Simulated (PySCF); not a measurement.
**Orbital picture of LiSb⁻**

CAM-B3LYP at R = 2.760 Å; basis Li def2-SVPD, Sb def2-SVPD with ECP28; scalar-relativistic core potentials; PySCF 2.14. State: ⁴Σ⁻ (quartet), unpaired electrons σ ↑, π ↑↑. Only the outer orbitals are listed, counted within each symmetry, core potentials removing the inner ones.

| spin | orbital | occ. | ε (eV) | on Li (%) | main shells (%) |
| --- | --- | --- | --- | --- | --- |
| α | 5σ | 1 | -11.49 | 0 | 100 Sb s |
| α | 3π | 1 | -2.70 | 4 | 96 Sb p |
| α | 3π | 1 | -2.70 | 4 | 96 Sb p |
| α | 6σ | 1 | -2.52 | 17 | 83 Sb p, 14 Li s |
| α | 7σ | 1 | -0.02 | 91 | 55 Li s, 37 Li p |
| α | 4π | 0 | 3.69 | 99 | 99 Li p |
| α | 4π | 0 | 3.69 | 99 | 99 Li p |
| β | 5σ | 1 | -9.65 | 1 | 99 Sb s |
| β | 6σ | 1 | -1.94 | 24 | 76 Sb p, 18 Li s |
| β | 3π | 0 | 2.42 | 30 | 70 Sb p, 30 Li p |
| β | 3π | 0 | 2.42 | 30 | 70 Sb p, 30 Li p |
| β | 7σ | 0 | 2.95 | 99 | 92 Li s |

**Question.** Which are the highest filled and the lowest empty level, where do they sit, and how wide is the gap?

**Answer.** Highest filled α 7σ at -0.02 eV (in %: 55 Li s, 37 Li p); lowest empty β 3π at 2.42 eV (in %: 70 Sb p, 30 Li p); the gap at CAM-B3LYP is 2.44 eV. An empty level above zero is unbound, and its energy depends on the basis.

The bond order (Mayer) is 0.84. The ⟨S²⟩ is 3.755, the charge on Li (Mulliken, basis-dependent) is -0.40 and the charge on Li (Löwdin, basis-dependent) is -0.59. The dipole moment (positive dipole points towards Sb; it is taken about the centre of mass and depends on that origin) is 9.18 D, the polarisability along the bond is 262.2 bohr³ and the polarisability across the bond is 276.1 bohr³.

Spin–orbit coupling is left out. The state was picked by a PBE0 search and need not be the measured ground state.
